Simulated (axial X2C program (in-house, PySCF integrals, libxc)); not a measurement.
**BeS⁺: cheaper levels and CCSD(T), with spin–orbit coupling**

All values were computed with an axial X2C code built on PySCF integrals. Two-component (2c) means X2C with spin–orbit coupling and atomic mean-field two-electron Coulomb and Gaunt terms. Basis: S dyall-av3z [9s8p3d2f], Be dyall-cv3z [8s8p3d1f] (cores contracted in-house); Gaussian nuclei, density fitting, unrestricted open shells. Masses: S 31.972 u, Be 9.012 u.

State: Ω = 3/2 (⟨Sz⟩ = 0.50, ⟨Lz⟩ = 1.00 at HF); fragments S + Be+.

```
level  Re (Å)  ωe (cm⁻¹)  De (eV)
 PBE0   1.835      877.3     3.33
   HF   1.837      888.8     1.89
  MP2   1.846      876.4     3.18
 CCSD   1.845      869.7     3.18
TPSSh   1.841      865.1     3.31
```

Correlated methods: 7 electrons correlated (number of frozen shells: S 2 s, 1 p; Be 1 s), 177 virtual spin orbitals or spinors in MP2, 88 natural virtuals in coupled cluster.

CCSD(T), same Hamiltonian and basis:

Re = 1.850 Å, ωe = 860.5 cm⁻¹, De = 3.28 eV; T1 = 0.015 (Lee–Taylor normalisation).

Problem. Give the differences from CCSD(T) in the columns below.

Solution. 

| level | ΔRe (Å) | Δωe (cm⁻¹) | ΔDe (eV) |
| --- | --- | --- | --- |
| PBE0 | -0.015 | 17 | 0.05 |
| HF | -0.013 | 28 | -1.39 |
| MP2 | -0.004 | 16 | -0.10 |
| CCSD | -0.005 | 9 | -0.10 |
| TPSSh | -0.009 | 5 | 0.03 |

The state is one determinant whose occupation by symmetry is held fixed; it was picked as the lowest of a PBE0 search that is not exhaustive. De is counted from the lowest determinant-based energies of the atoms at the same level, without counterpoise correction. Density functionals use the spin component along the axis (collinear). Coupled cluster ran in a truncated set of natural virtual spinors; the MP2 energy of the rest was added. (T) has no such correction and the atoms are truncated less, which lowers De at CCSD(T) by a hundredth of an eV or more. In 2c an atomic determinant is not the ground J level, so De misses part of the atomic spin–orbit lowering. This holds for PBE0, TPSSh. Without a current term, density functionals place determinants with orbital angular momentum somewhat too high. Some points did not converge and are left out. The stretched end of a curve changes character and is left out.
